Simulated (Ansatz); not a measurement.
Consider the formal exchange of groups at the Al–N bond: `[AlH2][NH][SiH2]Cl` + `C/C=C(\N)Cl` → `N/C(Cl)=[CH]/[AlH2]` + `CN[SiH2]Cl`.

Gas-phase electronic energies from Ansatz, PBE0-D4/def2-TZVP geometries. CCSD(T)/CBS adds triple-zeta CCSD(T) − MP2 to the extrapolated MP2 energy (def2 sets, frozen cores). Double bonds are as drawn, so ΔE can hold a change between cis and trans. DFT in def2-TZVPP. B3LYP here is the variant with VWN-RPA as its local correlation; programs differ in this. Each species was taken in one conformer, which may not be the lowest.

```tsv
level	ΔE (kJ/mol)
B2PLYP	118.3
B3LYP	114.1
```

Q: What does CCSD(T)/CBS give? (Best estimate.)

A: Ansatz gave: +123.0 kJ/mol. The listed levels differ from it by -4.7, -8.9 kJ/mol.

Largest T1 diagnostic among the species: 0.012.

In def2-TZVPP, CCSD(T) changes the Hartree–Fock value by +4.3 kJ/mol (the triples alone add −0.9 kJ/mol) and MP2 by +5.4 kJ/mol. From PBE to PBE0 (25 % exact exchange), in def2-TZVPP and without D4, ΔE moves by +4.1 kJ/mol.
